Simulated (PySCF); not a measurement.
A structure optimised at PBE0-D3(BJ)/def2-TZVP, used in a PySCF frequency run:

```
Ge
O 1 1.7651
H 2 0.9603 1 113.14
H 1 1.5261 2 105.59 3 176.33
H 1 1.5343 4 115.84 2 -123.89
Cl 1 2.1547 4 108.85 5 -119.36
```

Problem. Write its SMILES and formula.

Solution. [OH][GeH2][Cl], ClGeH₃O

Problem. What are its rotational constants (standard atomic weights)?

Solution. 12.770, 3.4009, 2.8021 GHz
